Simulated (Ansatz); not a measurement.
`C[SiH](O)[SiH](O)O` + `C[SiH2]P` → `C[SiH](O)P` + `C[SiH2][SiH](O)O`  (redistribution)

Program: Ansatz. Geometries: PBE0-D4/def2-TZVP. ΔE: electronic, gas phase. CCSD(T)/CBS adds triple-zeta CCSD(T) − MP2 to the extrapolated MP2 energy (def2 sets, frozen cores). One conformer a species, not always the lowest.

```csv
level,ΔE (kcal/mol)
CCSD/def2-TZVPP,-0.7
MP2/def2-QZVPP,-0.9
```

(1) What does CCSD(T)/CBS give? (An estimate is asked.)

Largest T1 diagnostic among the species: 0.012.

## Answers

(1) The calculation gave: -0.8 kcal/mol. The listed levels differ from it by 0.1, -0.1 kcal/mol.
